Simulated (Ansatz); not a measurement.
`CO[C]1=N[CH2][AlH]1`. Charge 0, multiplicity 1. All single points use the PBE0-D4/def2-TZVP geometry.

```xyz
12

C     1.966    0.372   -1.044
O     0.726   -0.233   -1.401
C    -0.207   -0.245   -0.456
N    -0.033    0.249    0.717
C    -1.262    0.078    1.530
Al   -2.034   -0.800   -0.052
H     2.602    0.291   -1.924
H     2.416   -0.146   -0.195
H     1.819    1.418   -0.770
H    -1.050   -0.503    2.431
H    -1.645    1.048    1.858
H    -3.299   -1.528   -0.694
```

**Question.** What is the dipole moment at r2SCAN/def2-TZVPP? (An estimate is asked.)

**Answer.** Ansatz gave: 0.54 D, with components (-0.49, -0.22, -0.09) D in this frame, pointing from negative to positive charge.

**Question.** And with PBE, B3LYP, ωB97M-V? (An estimate is asked.)

**Answer.** The calculation gave: PBE 0.41 D, B3LYP 0.72 D, ωB97M-V 0.89 D.

**Question.** Give the Mulliken charges with r2SCAN, ωB97M-V, PBE in def2-TZVPP. (An estimate is asked.)

**Answer.** The calculation gave: 
```json
{"atom": "C1", "r2SCAN": "-0.01", "ωB97M-V": "-0.19", "PBE": "-0.15"}
{"atom": "O2", "r2SCAN": "-0.28", "ωB97M-V": "-0.27", "PBE": "-0.21"}
{"atom": "C3", "r2SCAN": "0.06", "ωB97M-V": "0.08", "PBE": "0.05"}
{"atom": "N4", "r2SCAN": "-0.23", "ωB97M-V": "-0.20", "PBE": "-0.15"}
{"atom": "C5", "r2SCAN": "-0.16", "ωB97M-V": "-0.27", "PBE": "-0.18"}
{"atom": "Al6", "r2SCAN": "0.44", "ωB97M-V": "0.35", "PBE": "0.24"}
{"atom": "H7", "r2SCAN": "0.07", "ωB97M-V": "0.12", "PBE": "0.11"}
{"atom": "H8", "r2SCAN": "0.07", "ωB97M-V": "0.13", "PBE": "0.10"}
{"atom": "H9", "r2SCAN": "0.07", "ωB97M-V": "0.13", "PBE": "0.10"}
{"atom": "H10", "r2SCAN": "0.06", "ωB97M-V": "0.10", "PBE": "0.08"}
{"atom": "H11", "r2SCAN": "0.06", "ωB97M-V": "0.10", "PBE": "0.08"}
{"atom": "H12", "r2SCAN": "-0.13", "ωB97M-V": "-0.08", "PBE": "-0.09"}
```

B3LYP here is the variant with VWN-RPA as its local correlation; programs differ in this.
